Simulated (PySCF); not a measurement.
[GaH2]+ (singlet). All numbers come from PySCF, PBE0, basis Ga def2-TZVP, H def2-TZVP (no relativity, density fitting).

Harmonic bands of its minimum:

```json
{"ω (cm⁻¹)": "678", "IR (km/mol, summed over degenerate members)": "74.6", "degeneracy": "2"}
{"ω (cm⁻¹)": "2095", "IR (km/mol, summed over degenerate members)": "0.0", "degeneracy": "1"}
{"ω (cm⁻¹)": "2183", "IR (km/mol, summed over degenerate members)": "0.2", "degeneracy": "1"}
```

Q: The central atom is Ga. Infer the point group and assign the bands.

A: D∞h. The modes span πu + σg+ + σu+: 678 πu, 2095 σg+, 2183 σu+. The computed geometry has Ga–H 1.528 Å (×2); H–Ga–H 180.0°.

This need not be the most stable arrangement of these atoms.
